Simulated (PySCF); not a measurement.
C8H7N.
Numbering: `[CH:1]#[C:2]/[C:3]([CH:4]=[CH2:5])=[C:6](/[CH3:7])[C:8]#[N:9]` (hydrogens: H10 on C1; H11 on C4; H12, H13 on C5; H14, H15, H16 on C7)

The same species was optimised twice, with GFN2-xTB and with PBE0-D3(BJ)/def2-SVP (PySCF), and the same property calculations (PySCF, gas phase) were run on both structures.

```json
{"coordinate": "C6–C8 (Å)", "GFN2-xTB": "1.408", "PBE0-D3(BJ)/def2-SVP": "1.427", "change": "+0.019"}
{"coordinate": "C8≡N9 (Å)", "GFN2-xTB": "1.149", "PBE0-D3(BJ)/def2-SVP": "1.161", "change": "+0.012"}
{"coordinate": "C1≡C2 (Å)", "GFN2-xTB": "1.201", "PBE0-D3(BJ)/def2-SVP": "1.213", "change": "+0.012"}
{"coordinate": "C2–C3 (Å)", "GFN2-xTB": "1.417", "PBE0-D3(BJ)/def2-SVP": "1.427", "change": "+0.010"}
{"coordinate": "C3–C4 (Å)", "GFN2-xTB": "1.452", "PBE0-D3(BJ)/def2-SVP": "1.463", "change": "+0.011"}
{"coordinate": "C4=C5 (Å)", "GFN2-xTB": "1.330", "PBE0-D3(BJ)/def2-SVP": "1.340", "change": "+0.010"}
{"coordinate": "C3=C6 (Å)", "GFN2-xTB": "1.361", "PBE0-D3(BJ)/def2-SVP": "1.370", "change": "+0.009"}
{"coordinate": "C6–C7 (Å)", "GFN2-xTB": "1.501", "PBE0-D3(BJ)/def2-SVP": "1.505", "change": "+0.004"}
{"coordinate": "C4–C3–C6 (°)", "GFN2-xTB": "123.1", "PBE0-D3(BJ)/def2-SVP": "121.4", "change": "-1.7"}
{"coordinate": "C2–C3–C6 (°)", "GFN2-xTB": "118.8", "PBE0-D3(BJ)/def2-SVP": "120.1", "change": "+1.3"}
{"coordinate": "C3–C6–C7 (°)", "GFN2-xTB": "125.1", "PBE0-D3(BJ)/def2-SVP": "124.1", "change": "-1.0"}
{"coordinate": "C7–C6–C8 (°)", "GFN2-xTB": "115.7", "PBE0-D3(BJ)/def2-SVP": "116.7", "change": "+1.0"}
{"coordinate": "C3–C4–C5 (°)", "GFN2-xTB": "123.7", "PBE0-D3(BJ)/def2-SVP": "124.3", "change": "+0.6"}
{"coordinate": "C6–C8–N9 (°)", "GFN2-xTB": "177.9", "PBE0-D3(BJ)/def2-SVP": "177.5", "change": "-0.4"}
{"coordinate": "C2–C3–C4 (°)", "GFN2-xTB": "118.1", "PBE0-D3(BJ)/def2-SVP": "118.5", "change": "+0.4"}
{"coordinate": "C1–C2–C3 (°)", "GFN2-xTB": "179.4", "PBE0-D3(BJ)/def2-SVP": "179.6", "change": "+0.2"}
{"coordinate": "C2–C3–C4–C5 (°)", "GFN2-xTB": "1", "PBE0-D3(BJ)/def2-SVP": "0", "change": "-1"}
```

Rotational constants: A = 2344, B = 1405, C = 883.3 MHz (GFN2-xTB) against A = 2291, B = 1381, C = 866.3 MHz (PBE0-D3(BJ)/def2-SVP).

On the GFN2-xTB structure: lowest singlet, TDDFT (eV) 4.58 [CAM-B3LYP/def2-SVPD]; lowest triplet, Tamm–Dancoff (eV) 2.44 [CAM-B3LYP/def2-SVPD]; isotropic polarisability (au) 105.5 [CAM-B3LYP/def2-SVPD]; HOMO (eV) -8.21 [CAM-B3LYP/def2-SVPD]; LUMO (eV) -1.38 [CAM-B3LYP/def2-SVPD]; dipole (D) 4.39 [CAM-B3LYP/def2-SVPD]; HOMO (eV) -7.05 [PBE0/pcSseg-1]; LUMO (eV) -2.39 [PBE0/pcSseg-1]; dipole (D) 4.34 [PBE0/pcSseg-1]; GIAO shielding of C1 (ppm) 87.5 [PBE0/pcSseg-1]; GIAO shielding of C2 (ppm) 104.3 [PBE0/pcSseg-1]; GIAO shielding of C3 (ppm) 45.8 [PBE0/pcSseg-1]; GIAO shielding of C4 (ppm) 50.2 [PBE0/pcSseg-1]; GIAO shielding of C5 (ppm) 53.3 [PBE0/pcSseg-1]; GIAO shielding of C6 (ppm) 64.4 [PBE0/pcSseg-1]; GIAO shielding of C7 (ppm) 168.3 [PBE0/pcSseg-1]; GIAO shielding of C8 (ppm) 61.3 [PBE0/pcSseg-1].

Q: What do these properties become on the PBE0-D3(BJ)/def2-SVP structure?

A: 
```
                                    property                level  on GFN2-xTB  on PBE0-D3(BJ)/def2-SVP  change
                  lowest singlet, TDDFT (eV)  CAM-B3LYP/def2-SVPD         4.58                     4.53   -0.05
           lowest triplet, Tamm–Dancoff (eV)  CAM-B3LYP/def2-SVPD         2.44                     2.39   -0.05
               isotropic polarisability (au)  CAM-B3LYP/def2-SVPD        105.5                    107.8    +2.3
                                   HOMO (eV)  CAM-B3LYP/def2-SVPD        -8.21                    -8.21    0.00
                                   LUMO (eV)  CAM-B3LYP/def2-SVPD        -1.38                    -1.43   -0.05
                                  dipole (D)  CAM-B3LYP/def2-SVPD         4.39                     4.41   +0.02
energy, GFN2-xTB geometry as zero (kcal/mol)  CAM-B3LYP/def2-SVPD          0.0                     -1.3    -1.3
                                   HOMO (eV)        PBE0/pcSseg-1        -7.05                    -7.04   +0.01
                                   LUMO (eV)        PBE0/pcSseg-1        -2.39                    -2.44   -0.05
                                  dipole (D)        PBE0/pcSseg-1         4.34                     4.37   +0.03
energy, GFN2-xTB geometry as zero (kcal/mol)        PBE0/pcSseg-1          0.0                     -0.6    -0.6
                  GIAO shielding of C1 (ppm)        PBE0/pcSseg-1         87.5                     85.5    -2.0
                  GIAO shielding of C2 (ppm)        PBE0/pcSseg-1        104.3                    104.2    -0.1
                  GIAO shielding of C3 (ppm)        PBE0/pcSseg-1         45.8                     43.6    -2.2
                  GIAO shielding of C4 (ppm)        PBE0/pcSseg-1         50.2                     47.0    -3.2
                  GIAO shielding of C5 (ppm)        PBE0/pcSseg-1         53.3                     50.8    -2.5
                  GIAO shielding of C6 (ppm)        PBE0/pcSseg-1         64.4                     61.6    -2.8
                  GIAO shielding of C7 (ppm)        PBE0/pcSseg-1        168.3                    166.3    -2.0
                  GIAO shielding of C8 (ppm)        PBE0/pcSseg-1         61.3                     59.4    -1.9
```

The heavy atoms differ by 0.037 Å rms after alignment. Among bonds between heavy atoms C6–C8 changes most (+0.019 Å). Changes are differences of the printed values. Neither structure is proved a minimum here.

Shape of the structure used: `[CH:1]#[C:2]/[C:3]([CH:4]=[CH2:5])=[C:6](/[CH3:7])[C:8]#[N:9]`: C2–C3–C4–C5 0°.
